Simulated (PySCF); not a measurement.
Dipole response of Ru²⁺ (ruthenium, charge +2)

[Kr] 4d6, high-spin 5D determinant. Computed with PySCF 2.14 in def2-QZVPPD with the def2 core potential (28 electrons) (7s5p4d4f2g, 88 functions), with scalar relativity through the core potential. Coupled (time-dependent) response in atomic units; α is the mean over directions.

```csv
method,mean α (bohr³),"α xx, yy, zz",C₆ (like pair),S(−4)
TPSS,8.436,"8.744, 8.744, 7.820",45.74,21.40
```

S(−4) is the Cauchy moment in α(ω) = α(0) + S(−4) ω² + …

Spin-orbit coupling is absent.

α(iu) at TPSS:

```json
{"u (hartree)": "0", "α(iu) (bohr³)": "8.436"}
{"u (hartree)": "0.0500", "α(iu) (bohr³)": "8.383"}
{"u (hartree)": "0.100", "α(iu) (bohr³)": "8.232"}
{"u (hartree)": "0.200", "α(iu) (bohr³)": "7.711"}
{"u (hartree)": "0.300", "α(iu) (bohr³)": "7.054"}
{"u (hartree)": "0.500", "α(iu) (bohr³)": "5.786"}
{"u (hartree)": "0.750", "α(iu) (bohr³)": "4.557"}
{"u (hartree)": "1.00", "α(iu) (bohr³)": "3.662"}
{"u (hartree)": "1.50", "α(iu) (bohr³)": "2.484"}
{"u (hartree)": "2.00", "α(iu) (bohr³)": "1.773"}
{"u (hartree)": "3.00", "α(iu) (bohr³)": "1.010"}
{"u (hartree)": "5.00", "α(iu) (bohr³)": "0.4401"}
```

A single London oscillator, α(iu) = α/(1 + u²/ω²), gives C₆ = (3/4) ω α². Matching the computed C₆ needs ω = 4 × 45.74 / (3 × 8.436²) = 0.857 hartree.

For an ion, C₆ is the dispersion term alone; charge-induced terms of lower order in 1/R come first.

The components differ because the open shell of this determinant is not spherical; for a pure term their mean is the scalar polarisability.

Energies and moments cover only the electrons outside the core potential.
